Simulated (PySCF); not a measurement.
Delta-SCF ions had no search for a lower state. 

C$_{2}$H$_{3}$OSi, SMILES `C#C[SiH2][O-]` (charge -1, multiplicity 1)

All values below come from PySCF with CAM-B3LYP-D3(BJ)/def2-TZVPD.

```yaml
HOMO: -3.10 eV
vertical detachment energy (Delta-SCF): 3.87 eV
total_energy: -442.7651 Ha
cost: roughly 100 core-seconds
```

```xyz
7

C      1.9012    -0.1784     0.1191
C      0.7316    -0.0973    -0.1650
Si    -1.1093     0.0176    -0.6086
O     -1.9319    -1.2848    -0.4142
H      2.9301    -0.2608     0.3722
H     -1.0138     0.5803    -2.0073
H     -1.5079     1.2233     0.2098
```
Charge -1, spin multiplicity 1.
